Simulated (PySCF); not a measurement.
4-cyclopentene-1,3-dione, C₅H₄O₂.
Atom-mapped SMILES: `[O:1]=[C:2]1[CH:3]=[CH:4][C:5](=[O:6])[CH2:7]1` (hydrogens: H8 on C3; H9 on C4; H10, H11 on C7)

Level of theory: PBE0-D3(BJ)/def2-SVP geometry optimisation, gas phase in PySCF 2.14.0.

(1) What internal coordinates does the optimisation give?

Answers

(1) 
| bond | length (bohr) | order |
| --- | --- | --- |
| O1=C2, C5=O6 | 2.275 | double |
| C2–C3, C4–C5 | 2.819 | single |
| C3=C4 | 2.540 | double |
| C2–C7, C5–C7 | 2.868 | single |
| C3–H8, C4–H9 | 2.063 | single |
| C7–H10, C7–H11 | 2.081 | single |

Bonds in one row agree within 0.02 bohr and their mean is given. Orders are formal, as drawn. A selection of angles:
| angle | degrees |
| --- | --- |
| O1–C2–C3 | 125.8 |
| O1–C2–C7 | 127.1 |
| C3–C2–C7 | 107.2 |
| C2–C3–C4 | 110.7 |
| C2–C3–H8 | 121.8 |
| C4–C3–H8 | 127.5 |
| C5–C7–H10 | 111.4 |
| C2–C7–C5 | 104.3 |
| H10–C7–H11 | 106.8 |

Dihedral angles: O1–C2–C3–C4 180° (antiperiplanar); C2–C3–C4–C5 0° (synperiplanar); C3–C4–C5–O6 180° (antiperiplanar); C4–C5–C7–C2 0° (synperiplanar); O1–C2–C7–C5 180° (antiperiplanar).

The C–C distances run from 1.344 Å (C3=C4, drawn double) to 1.518 Å (C2–C7, drawn single), a spread of 0.174 Å. The 7 heavy atoms lie in one plane (0.001 Å rms). The 5-membered ring C2–C3–C4–C5–C7 has internal angles of 104.3° to 110.7°; it is planar, 0.00 Å rms from its mean plane, widest ring torsion 0°.

Point group: C2v (tolerance 0.08 Å). No PBE0-D3(BJ)/def2-SVP frequencies stand behind this structure, so it isn't proved a minimum.

The run took 18 s on an x86-64 server with one thread, shared host. These figures are those of the optimisation.
